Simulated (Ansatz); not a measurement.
Born–Oppenheimer molecular dynamics of AlGeH4 (6 atoms, charge 0, multiplicity 2). It starts at the highest image of a converged band. Of that band: The profile has 2 maxima (images 2, 4) with wells between them (image 3): this band takes more than one step, which may be the mechanism or a detour left from its start path. A vibrational analysis at the climbing image gives one clearly imaginary mode, 764i cm⁻¹: a first-order saddle point.

Theory: Ansatz 0.2.0, UKS B3LYP/def2-SVP.

```yaml
ensemble: NVE (velocity Verlet)
time_step: 0.5 fs
steps_asked: 200
starting_velocities_drawn_for: 100 K
seed: 6587
```

First frame:

```xyz
6
Properties=species:S:1:pos:R:3
Al 0.696 -0.846 0.329
Ge -1.603 0.076 -0.114
H 2.206 -0.962 0.779
H -1.277 1.421 -0.925
H 0.345 -0.158 -1.122
H -0.366 0.470 1.052
```

How far do the bonds stretch over the last three quarters of this one trajectory? (Pairs bonded in most of those frames.)


```tsv
bond	mean (Å)	spread (Å)	shortest	longest
Al1–Ge2	2.606	0.080	2.51	2.77
Al1–H3	1.605	0.022	1.57	1.66
Al1–H5	1.600	0.014	1.58	1.62
Al1–H6	1.762	0.064	1.64	1.88
Ge2–H4	1.604	0.014	1.59	1.63
Ge2–H6	1.796	0.046	1.71	1.86
```

Mean temperature of the second half: 781 K. The conserved energy stayed within 0.025 meV per atom of its start (net change 0.011 meV per atom), so the integration is sound. The system heated up, since it started high on the potential surface and ran downhill. A run of 0.1 ps of so small a system gives no equilibrium averages.

The run took 3 min on 2 threads of Intel(R) Xeon(R) 6975P-C (Granite Rapids), with other jobs on the host, peak memory 0.19 GiB.
